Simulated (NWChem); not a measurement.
System: SiPH4, doublet; SMILES [SiH3][PH]

Program: NWChem. Spin-unrestricted. Coordinates come from a PBE0/def2-SVP, spin-unrestricted optimisation. No stability test was run on the SCF state. Level SCAN/def2-SVP: energy and gradient on several grids; changes count from the extra-fine grid, which is no exact limit either.

```
grid     size of the energy change (μHa)  largest change of a gradient component (μHa/bohr)  time, medium = 1 (rough)
-------  -------------------------------  -------------------------------------------------  ------------------------
xcoarse                             2000                                               2000                       0.5
coarse                              3000                                               1000                   about 1
medium                              2000                                                300                   about 1
fine                                  60                                                200                         2
xfine                               < 10                                               < 30                         4
```
